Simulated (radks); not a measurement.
All-electron atom: the ruthenium ion Ru16+ in [Ar] 3d10 (the NIST ground configuration). All-electron calculation, scalar-relativistic Kohn-Sham, LB94 model potential, spin-unpolarised, spherical densities, finite nucleus; Fermi nuclear charge, rms radius 4.4809 fm. Program: a radial shooting solver on a logarithmic mesh with Libxc functionals.

X-ray form factor f0, the Fourier transform of the density (f0(0) = 28):

sin(theta)/lambda (1/angstrom),f0 (electrons)
0.05,27.939
0.1,27.758
0.15,27.461
0.2,27.051
0.25,26.538
0.3,25.930
0.4,24.473
0.5,22.774
0.6,20.931
0.8,17.186
1,13.819
1.25,10.563
1.5,8.379
2,6.140
